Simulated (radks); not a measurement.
Results of a calculation; reference values are marked as such.
Cl0.25+, 16.75 electrons, occupied as [Ne] 3s2 3p4.75 (fractional occupations, a model configuration).

Code: a radial shooting solver on a logarithmic mesh with Libxc functionals. Model: scalar-relativistic Kohn-Sham, PBE, spin-unpolarised, spherical densities, point nucleus.

Energy parts (eV):
part                      energy
total                 -12553.775
kinetic                12610.429
electron-nucleus      -29891.896
Hartree                 5489.285
exchange-correlation    -761.592

Orbitals (lengths in bohr, moments of r in powers of bohr; r(max) is where P^2 peaks):
orbital  occ.  eigenvalue (eV)   r(max)      <r^4>
1s          2        -2754.328  0.05946  0.0003202
2s          2        -255.6717   0.3618    0.09917
2p          6        -194.6093   0.3017    0.09099
3s          2         -23.3865    1.279      12.34
3p       4.75         -11.1483    1.420      29.18

The highest occupied level is 3p at -11.148 eV. The density falls to 0.001 e/bohr^3 at r = 3.82 bohr.
